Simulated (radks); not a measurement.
Species: the iridium ion Ir9+. Configuration: [Xe] 4f14. All-electron calculation, Dirac Kohn-Sham, exchange-only PBE, spin-unpolarised, spherical densities, finite nucleus; Fermi nuclear charge, rms radius 5.4032 fm. Program: a radial shooting solver on a logarithmic mesh with Libxc functionals.

Radial electron density D(r) = 4 pi r^2 rho(r):

r (bohr),D(r) (e/bohr)
0.002218,29.25
0.002541,34.85
0.002911,41.23
0.003336,48.36
0.003821,56.20
0.004378,64.61
0.005016,73.37
0.005747,82.17
0.006584,90.60
0.007543,98.17
0.008642,104.3
0.009901,108.6
0.01134,110.6
0.013,110.2
0.01489,107.7
0.01706,103.9
0.01954,100.2
0.02239,97.99
0.02565,98.98
0.02939,104.1
0.03367,113.2
0.03858,124.6
0.0442,135.3
0.05023,141.4
0.05755,141.2
0.06593,134.0
0.07554,122.8
0.08654,113.4
0.09915,110.9
0.1136,116.8
0.1301,126.7
0.1491,131.9
0.1708,125.5
0.1957,107.5
0.2242,86.18
0.2569,72.46
0.2943,71.44
0.3372,78.55
0.3863,83.60
0.4426,79.21
0.5071,65.70
0.5809,48.97
0.6656,34.91
0.7625,25.65
0.8736,19.82
1.001,15.20
1.147,10.64
1.314,6.411
1.505,3.208
1.724,1.299
1.976,0.4142
2.263,0.1001
2.593,0.01761
2.971,0.002162
3.404,0.0001768

D(r) has 4 maxima, at r = 0.0119, 0.0536, 0.149, 0.393 bohr, and minima at 0.0231, 0.0960, 0.278 bohr, inside which lie 2.02, 11.05, 30.07 electrons.
